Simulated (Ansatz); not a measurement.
Basis-set extrapolation for `C1C[SiH2][SiH2]O1` (PBE0-D4/def2-TZVP geometry, frozen core, Ansatz 0.2.0). Multiplicity 1, RHF reference.

```
                      def2-TZVPP   def2-QZVPP
                 HF  -733.231777  -733.257031
    MP2 correlation    -0.820509    -0.879471
CCSD(T) correlation    -0.910497      not run
```

Energies in hartree. Use E(X) = E(∞) + A·exp(−7.88·√X) for Hartree–Fock and E(X) = E(∞) + B·X^(−2.97) for correlation, with X = 3 and 4, and add CCSD(T) minus MP2 of the smaller set to the MP2 limit.

Task: What is the CCSD(T) energy at the basis-set limit?

Result: HF limit: -733.257031 + (-0.025254) × 0.13774 = -733.26051. MP2 limit: -0.879471 + (-0.058962) × 0.74074 = -0.92315. Higher-order term: -0.910497 − (-0.820509) = -0.08999. Total: -734.27365 hartree, 3.57 eV below CCSD(T)/def2-TZVPP.
